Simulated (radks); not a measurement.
The nitrogen ion N+ inside a hard spherical wall (all orbitals vanish at R), configuration held at [He] 2s2 2p2 and not refilled when levels cross. Method: scalar-relativistic Kohn-Sham, LDA (Slater exchange, VWN5 correlation), spin-polarised, spherical densities, finite nucleus; open shells are filled with parallel spins first; Fermi nuclear charge, rms radius 2.5582 fm; computed with a radial shooting solver on a logarithmic mesh with Libxc functionals. Eigenvalues in eV for spin up, with the zero of energy where the potential of the charges vanishes at infinity; a dash marks a level that is unbound or too diffuse for the functional's potential to be trusted. A positive occupied level is held by the wall or, in an anion where self-interaction has pushed it up, behind a barrier. The pressure on the wall is -dE/dV.

R (bohr)  E (hartree)  kinetic (hartree)    e(1s)    e(2s)    e(2p)  e(3s, empty)  e(3p, empty)  pressure (GPa)
free        -53.61701             53.421  -398.58  -33.539  -22.122        -5.570        -3.666               0
12          -53.61701             53.421  -398.58  -33.539  -22.122        -5.563        -3.625        < 0.0001
8           -53.61701             53.421  -398.57  -33.539  -22.121        -5.305        -3.046        < 0.0001
7           -53.61699             53.421  -398.57  -33.538  -22.120        -4.931        -2.443         0.00130
5           -53.61569             53.435  -398.47  -33.476  -22.047        -1.707         1.619           0.289
3.5         -53.57375             53.725  -396.77  -32.406  -20.782        12.122        15.786            19.1
3           -53.48003             54.226  -394.24  -30.682  -18.823        25.899        28.616            82.1
